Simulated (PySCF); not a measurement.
Compound: methylgermylbromide, CH₅BrGe.
Atom-mapped SMILES: `[CH3:1][GeH2:2][Br:3]` (hydrogens: H4, H5, H6 on C1; H7, H8 on Ge2)

Computed, not measured: PySCF 2.14.0, PBE0-D3(BJ)/def2-SVP geometry optimisation, gas phase.

Q: What internal coordinates does the optimisation give?

A: 
| bond | length (Å) |
| --- | --- |
| C1–Ge2 | 1.941 |
| Ge2–Br3 | 2.318 |
| C1–H4, C1–H5, C1–H6 | 1.099 |
| Ge2–H7, Ge2–H8 | 1.538 |

Bonds in one row agree within 0.01 Å and their mean is given. A selection of angles:
| angle | degrees |
| --- | --- |
| Ge2–C1–H4 | 109.7 |
| H4–C1–H5 | 109.0 |
| C1–Ge2–Br3 | 107.4 |
| C1–Ge2–H7 | 112.4 |
| C1–Ge2–H8 | 112.8 |
| Br3–Ge2–H7 | 106.5 |
| H7–Ge2–H8 | 110.8 |

Ge2 (germanium bonded to Br, C and 2 H) is tetrahedral (angles from 106.4° to 112.8°).

Point group: Cs (every atom within 0.08 Å of its image). No PBE0-D3(BJ)/def2-SVP frequencies stand behind this structure, so it isn't proved a minimum.
